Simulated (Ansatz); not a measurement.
Consider the substitution at a C–O bond: `NC#CO` + H₂Se → `NC#C[SeH]` + H₂O.

Isolated molecules relaxed with PBE0-D4/def2-TZVP in Ansatz; ΔE leaves out vibrations. CCSD(T)/CBS adds triple-zeta CCSD(T) − MP2 to the extrapolated MP2 energy (def2 sets, frozen cores). This one scheme is used for every species. DFT in def2-TZVPP. B3LYP here is the variant with VWN-RPA as its local correlation; programs differ in this. HSE06 is defined as in plane-wave codes. For Se outer-core shells are correlated without core-valence functions, which leaves a few kJ/mol of doubt a bond. Scalar relativity is left out up to krypton. Each species was taken in one conformer, which may not be the lowest.

| level | ΔE (kJ/mol) | difference from CCSD(T)/CBS |
| --- | --- | --- |
| LDA (SPW92) | -57.8 | 21.5 |
| revPBE-D4 | -71.7 | 7.6 |
| BLYP-D4 | -69.8 | 9.5 |
| r2SCAN-D4 | -72.0 | 7.3 |
| B97M-V | -72.2 | 7.1 |
| PBE0-D4 | -69.1 | 10.2 |
| B3LYP-D4 | -69.3 | 10.0 |
| r2SCANh-D4 | -71.7 | 7.6 |
| r2SCAN0-D4 | -71.0 | 8.3 |
| HSE06-D4 | -69.4 | 9.9 |
| BHLYP-D4 | -69.0 | 10.3 |
| CAM-B3LYP-D4 | -63.8 | 15.5 |
| ωB97X-V | -65.6 | 13.7 |
| ωB97M-V | -68.0 | 11.3 |
| B2PLYP | -73.2 | 6.1 |
| PBE-QIDH | -75.2 | 4.1 |
| PBE | -66.2 | 13.1 |
| revPBE | -67.6 | 11.7 |
| BLYP | -64.6 | 14.7 |
| r2SCAN | -71.3 | 8.0 |
| PBE0 | -66.7 | 12.6 |
| r2SCAN0 | -70.2 | 9.1 |
| HSE06 | -67.1 | 12.2 |
| CAM-B3LYP | -61.2 | 18.1 |
| LC-ωPBE | -63.1 | 16.2 |
| RPA@PBE/def2-TZVPP | -73.3 | 6.0 |
| HF/def2-SVP | -42.8 | 36.5 |
| MP2/def2-SVP | -55.9 | 23.4 |
| CCSD/def2-SVP | -46.4 | 32.9 |
| HF/def2-TZVPP | -61.3 | 18.0 |
| MP2/def2-TZVPP | -88.3 | -9.0 |
| SCS-MP2/def2-TZVPP | -82.2 | -2.9 |
| CCSD/def2-TZVPP | -74.2 | 5.1 |
| CCSD(T)/def2-TZVPP | -77.0 | 2.3 |
| HF/def2-QZVPP | -61.9 | 17.4 |
| MP2/def2-QZVPP | -89.8 | -10.5 |
| SCS-MP2/def2-QZVPP | -83.8 | -4.5 |
| HF/CBS(def2) | -62.0 | 17.3 |
| MP2/CBS(def2) | -90.6 | -11.3 |
| CCSD/CBS(def2) | -76.4 | 2.9 |
| CCSD(T)/CBS | -79.3 | 0 |

Largest T1 diagnostic among the species: 0.013.

The D4 term adds −4.3 kJ/mol with B3LYP and −2.3 kJ/mol with PBE0; it sums over pairs of atoms, weighted by their polarisabilities, and B3LYP, whose exchange is more repulsive, gets the larger term. At CCSD(T), def2-SVP lies +31.3 kJ/mol from the extrapolated value and def2-TZVPP +2.3 kJ/mol. Leaving LDA and LC-ωPBE aside and taking each functional with its dispersion term where it has one, the values spread over 11.5 kJ/mol, from PBE-QIDH to CAM-B3LYP-D4. LDA lies +8.4 kJ/mol from PBE without D4.
